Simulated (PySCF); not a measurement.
C$_{5}$H$_{7}$FO$_{3}$ (SMILES C=C(F)C(=O)OCOC), singlet, at a GFN2-xTB geometry; PySCF with DF-REVPBE/STO-3G.

PySCF was given this input:
```python
from pyscf import gto, scf, dft

mol = gto.M(
    atom='''
C     3.305830    0.113454   -0.010999
C     2.062358    0.005672   -0.455939
F     1.800019   -0.195392   -1.756180
C     0.865820    0.095842    0.425164
O     0.930204    0.273261    1.616149
O    -0.269430   -0.041419   -0.255789
C    -1.454605    0.030216    0.500590
O    -2.500118   -0.158171   -0.386374
C    -3.759904   -0.102594    0.240305
H     3.475007    0.274255    1.037505
H     4.150617    0.044083   -0.672470
H    -1.512491    1.016795    1.000236
H    -1.436619   -0.749364    1.286869
H    -3.858808   -0.884402    1.002436
H    -4.493584   -0.261521   -0.545771
H    -3.926538    0.873783    0.710200
''',
    basis='sto-3g',
    charge=0,
    spin=0,
    verbose=4,
)

mf = dft.RKS(mol)
mf.xc = 'revpbe'
mf = mf.density_fit(auxbasis='def2-universal-jkfit')
mf.kernel()
```

What the program printed (banner, timings and long lists left out):

```
PySCF version 2.14.0

[INPUT] verbose = 4
[INPUT] num. atoms = 16
[INPUT] num. electrons = 70
[INPUT] charge = 0
[INPUT] spin (= nelec alpha-beta = 2S) = 0
[INPUT] symmetry False subgroup None
[INPUT] Mole.unit = angstrom
[INPUT] Symbol           X                Y                Z      unit          X                Y                Z       unit  Magmom
[...]
nuclear repulsion = 455.788889852302
number of shells = 34
number of NR pGTOs = 156
number of NR cGTOs = 52
basis = sto-3g
ecp = {}

******** <class 'pyscf.df.df_jk.DFRKS'> ********
method = DFRKS
initial guess = minao
damping factor = 0
level_shift factor = 0
DIIS = <class 'pyscf.scf.diis.CDIIS'>
diis_start_cycle = 1
diis_space = 8
diis_damp = 0
SCF conv_tol = 1e-09
SCF conv_tol_grad = None
SCF max_cycles = 50
direct_scf = False
XC library pyscf.dft.libxc version 7.1.2
    S. Lehtola, C. Steigemann, M. J. T. Oliveira, and M. A. L. Marques,  SoftwareX 7, 1–5 (2018)
XC functionals = revpbe
    Y. Zhang and W. Yang,  Phys. Rev. Lett. 80, 890 (1998)
    J. P. Perdew, K. Burke, and M. Ernzerhof,  Phys. Rev. Lett. 77, 3865 (1996)
    J. P. Perdew, K. Burke, and M. Ernzerhof,  Phys. Rev. Lett. 78, 1396 (1997)
radial grids:
    Treutler-Ahlrichs [JCP 102, 346 (1995); DOI:10.1063/1.469408] (M4) radial grids

becke partition: Becke, JCP 88, 2547 (1988); DOI:10.1063/1.454033
pruning grids: <function nwchem_prune>
grids dens level: 3
symmetrized grids: False
atomic radii adjust function: <function treutler_atomic_radii_adjust>
small_rho_cutoff = 0
Set gradient conv threshold to 3.16228e-05
Initial guess from minao.
tot grids = 195760
init E= -514.627369242772
[...]
cycle= 1 E= -512.850823038945  delta_E= 1.78  |g|= 0.949  |ddm|= 5.44
[...]
cycle= 2 E= -511.762724052914  delta_E= 1.09  |g|= 2.26  |ddm|= 3.76
[...]
cycle= 3 E= -512.979701157736  delta_E= -1.22  |g|= 0.743  |ddm|= 2.97
[...]
cycle= 4 E= -513.124068279312  delta_E= -0.144  |g|= 0.197  |ddm|= 1.09
[...]
cycle= 5 E= -513.133269791255  delta_E= -0.0092  |g|= 0.0846  |ddm|= 0.303
[...]
cycle= 6 E= -513.135494845294  delta_E= -0.00223  |g|= 0.0307  |ddm|= 0.157
[...]
cycle= 7 E= -513.135805528074  delta_E= -0.000311  |g|= 0.00928  |ddm|= 0.0522
[...]
cycle= 8 E= -513.135831216246  delta_E= -2.57e-05  |g|= 0.00175  |ddm|= 0.0117
[...]
cycle= 9 E= -513.135832275111  delta_E= -1.06e-06  |g|= 0.00064  |ddm|= 0.0031
[...]
cycle= 10 E= -513.135832410214  delta_E= -1.35e-07  |g|= 0.000129  |ddm|= 0.00105
[...]
cycle= 11 E= -513.135832414993  delta_E= -4.78e-09  |g|= 4.39e-05  |ddm|= 0.000203
[...]
cycle= 12 E= -513.135832415672  delta_E= -6.79e-10  |g|= 5.73e-06  |ddm|= 6.8e-05
[...]
Extra cycle  E= -513.135832415642  delta_E= 2.98e-11  |g|= 1.14e-05  |ddm|= 2.47e-05
converged SCF energy = -513.135832415642
```
